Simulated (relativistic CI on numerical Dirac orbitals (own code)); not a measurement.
## Ni²⁺ in a cubic cluster: 2p photoemission with charge transfer

Computed with a charge-transfer multiplet model of a cubic metal-ligand cluster with up to 2 ligand holes, Slater and spin-orbit integrals from Dirac-Coulomb-Breit ions, Slater integrals scaled by 0.8. The parameters are those of a tetrahedral site (10Dq negative, t2 hopping the larger). The ground state mixes d8 with configurations of k ligand holes L, whose averages lie at kΔ + k(k − 1)U_dd/2; a core hole lowers each added d electron by U_cd. 300 K, Lorentzian 0.6 eV and Gaussian 0.8 eV FWHM.

Atomic integrals in eV (Slater integrals scaled, ζ unscaled), ground: F2dd 9.736, F4dd 6.042, zeta_d 0.080; with the core hole: F2dd 11.178, F4dd 6.982, zeta_d 0.114, zeta_core 11.406, F2cd 6.704, G1cd 5.115, G3cd 2.909.

Cluster parameters (eV): U_dd = 6.2, U_cd = 7.7, 10Dq = -0.2, 10Dq(ligand) = 0, V(eg) = 0.93, V(t2g) = -1.57, final-state hopping factor = 1.

| Case | n_d | d8 | d9L | d10L2 | S |
| --- | --- | --- | --- | --- | --- |
| Δ = 0 eV | 8.45 | 0.58 | 0.40 | 0.02 | 1.00 |
| Δ = 1 eV | 8.32 | 0.69 | 0.30 | 0.01 | 1.00 |
| Δ = 2 eV | 8.23 | 0.78 | 0.22 | 0.01 | 1.00 |
| Δ = 4 eV | 8.13 | 0.88 | 0.12 | 0.00 | 1.00 |
| Δ = 5 eV | 8.10 | 0.91 | 0.09 | 0.00 | 1.00 |

Weights, n_d and S are thermal averages at 300 K. Binding energies count from the first peak over 30 % of the highest in each spectrum, which can be another peak from case to case. The parameters are a model scan and need not match a compound or its usual spin state. Peaks in eV (height, largest 100):
- Δ = 0 eV: 0.0 (100), 4.3 (44), 5.5 (49), 8.6 (24), 10.4 (26), 13.0 (17), 17.5 (47), 21.9 (44), 28.0 (33)
- Δ = 1 eV: 0.0 (100), 5.2 (52), 7.4 (30), 9.2 (34), 11.7 (23), 17.7 (48), 21.9 (40), 26.8 (43), 28.6 (7)
- Δ = 2 eV: 0.0 (100), 4.8 (63), 8.2 (36), 10.7 (26), 18.0 (48), 22.2 (39), 25.8 (47), 27.5 (8)
- Δ = 4 eV: 0.0 (100), 4.2 (62), 5.4 (52), 9.1 (23), 18.3 (49), 22.8 (52), 24.8 (20)
- Δ = 5 eV: 0.0 (100), 3.9 (59), 5.3 (39), 7.0 (23), 8.9 (14), 18.4 (52), 22.8 (52), 25.5 (7)

For the case Δ = 2 eV, Δ = 2 eV is smaller than U_dd = 6.2 eV, the charge-transfer side of the Zaanen-Sawatzky-Allen scheme. With the core hole the configuration with one ligand hole lies at Δ − U_cd = -7.7, -6.7, -5.7, -3.7, -2.7 eV from the one without, in the order of the table; where this is negative the screened configuration lies lower.
